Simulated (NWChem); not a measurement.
Program: NWChem. System: BCl (+1), charge 1, spin multiplicity 2, at a geometry optimised with UPBE0/def2-SVP. The structure started from a generated list of species. Its SCF solution wasn't tested for a lower state. Level: UB2PLYP/def2-TZVP, 6 core orbitals frozen.

Job file:

```
start mol
memory heap 200 mb stack 900 mb global 1100 mb
charge 1
geometry units angstroms nocenter noautoz
  B      0.000000     0.000000     1.239198
  Cl     0.000000     0.000000    -0.364470
  symmetry group C2v
end
basis spherical
  * library def2-tzvp
end
dft
  xc hfexch 0.53 becke88 0.47 lyp 0.73 mp2 0.27
  dftmp2
  odft
  mult 2
  semidirect memsize 60000000 filesize 0
  iterations 100
end
mp2
  freeze core 6
end
task dft energy
```

Part of the output:

```
             Northwest Computational Chemistry Package (NWChem) 7.3.0
             --------------------------------------------------------

                                NWChem Input Module
                                -------------------

 Scaling coordinates for geometry "geometry" by  1.889725989
 (inverse scale =  0.529177249)

 Turning off AUTOSYM since
 SYMMETRY directive was detected!

                             Geometry "geometry" -> ""
                             -------------------------

 Output coordinates in angstroms (scale by  1.889725989 to convert to a.u.)

  No.       Tag          Charge          X              Y              Z
 ---- ---------------- ---------- -------------- -------------- --------------
    1 B                    5.0000     0.00000000     0.00000000     1.23919800
    2 Cl                  17.0000     0.00000000     0.00000000    -0.36447000

 Effective nuclear repulsion energy (a.u.)      28.0482407612

            Nuclear Dipole moment (a.u.)
            ----------------------------
        X                 Y               Z
 ---------------- ---------------- ----------------
     0.0000000000     0.0000000000    -0.0000000000

      Symmetry information
      --------------------

 Group name             C2v
 Group number             16
 Group order               4
 No. of unique centers     2

      Symmetry unique atoms

     1    2


 Summary of "ao basis" -> "" (spherical)
 ------------------------------------------------------------------------------
       Tag                 Description            Shells   Functions and Types
 ---------------- ------------------------------  ------  ---------------------
 *                         def2-tzvp                  on all atoms

  dft_input: which_mp2 not specified, using semidirect MP2 by default.

                                 NWChem DFT Module
                                 -----------------

 Summary of "ao basis" -> "ao basis" (spherical)
 ------------------------------------------------------------------------------
       Tag                 Description            Shells   Functions and Types
[...]
     2   0 2 0    -11.042078     -6.054394     -4.987684      0.000000
     2   0 1 1      0.000000      0.000000      0.000000      0.000000
     2   0 0 2     -6.055008    -26.503601    -15.034612     35.483205

                   NWChem MP2 Semi-direct Energy/Gradient Module
                   ---------------------------------------------

  Basis functions       =     68
  Molecular orbitals    =     68
  Frozen core           =      6
  Frozen virtuals       =      0
  Active alpha occupied =      5
  Active beta occupied  =      4
  Active alpha virtual  =     57
  Active beta virtual   =     58
  Use MO symmetry       = T
  Use skeleton AO sym   = T

  AO/Fock/Back tols     =   1.0D-09  1.0D-09  1.0D-09

 GA uses MA = F    GA memory limited = T

 Available:
  local mem=  4.43D+07
 global mem=  1.44D+08
 local disk=  0.00D+00
  mp2_memr nvloc                    57
  nvloc new                    57
   1 passes of   5:        4194304                      23677                   2276412.
   1 passes of   5: M     44320608           G      144169952           F      40126304.

 Semi-direct pass number   1 of   1  for UHF alpha       at        0.9s
  vrange nnbf                  2341
  mp2_eaftype                    10  avail_ma_in_mb                   386
 EAF : mp2_eaftype filesize          10    1138206.
  mp2_eaf for mointskh                     10
Node 0 wrote      5.3 Mb in      0.0 s     Agg I/O rate:  4901.6 Mb/s
 Done moints_semi at        1.6s
  mp2_eaftype                    10  avail_ma_in_mb                   386
 EAF : mp2_eaftype filesize          10    1138206.
  mp2_eaf for kh                    10
 Done maket at        1.6s
 Done multipass loop at        1.6s

 GA uses MA = F    GA memory limited = T

 Available:
  local mem=  4.43D+07
 global mem=  1.44D+08
 local disk=  0.00D+00
  mp2_memr nvloc                    58
  nvloc new                    58
   1 passes of   4:        4194304                      21028                   1854564.
   1 passes of   4: M     44320608           G      144169952           F      40126304.

 Semi-direct pass number   1 of   1  for UHF beta        at        1.6s
  vrange nnbf                  2341
  mp2_eaftype                    10  avail_ma_in_mb                   386
 EAF : mp2_eaftype filesize          10     927282.
  mp2_eaf for mointskh                     10
Node 0 wrote      4.3 Mb in      0.0 s     Agg I/O rate:  3486.5 Mb/s
 Done moints_semi at        2.3s
  mp2_eaftype                    10  avail_ma_in_mb                   386
 EAF : mp2_eaftype filesize          10     927282.
  mp2_eaf for kh                    10
 Done maket at        2.3s
 Done multipass loop at        2.3s

          -------------------------------------------
          DFT energy                    -484.414763382314
          Unscaled MP2 energy             -0.283089949521
          Total DFT+MP2 energy          -484.491197668684
          -------------------------------------------

 -----------------------
 Performance information
 -----------------------

 Timer overhead =  1.46D-07 seconds/call

               Nr. of calls         CPU time (s)                 Wall time (s)                GFlops
             ---------------    -------------------     ------------------------------   -------------------
Name         Min   Avg   Max    Min     Avg     Max     Min     Avg     Max   Mx/calls   Min     Max     Sum
mp2: moin     2     2     2    1.3     1.3     1.3      1.3     1.3     1.3    0.66      0.0     0.0     0.0
mp2: make     2     2     2   3.19E-2 3.19E-2 3.19E-2  3.19E-2 3.19E-2 3.19E-2 1.60E-2   0.0     0.0     0.0
mp2: tota     1     1     1    1.4     1.4     1.4      1.4     1.4     1.4     1.4      0.0     0.0     0.0

 The average no. of pstat calls per process was 5.00D+00
 with a timing overhead of 7.28D-07s

 Task  times  cpu:        2.3s     wall:        2.3s

 Total times  cpu:        2.3s     wall:        2.3s
```
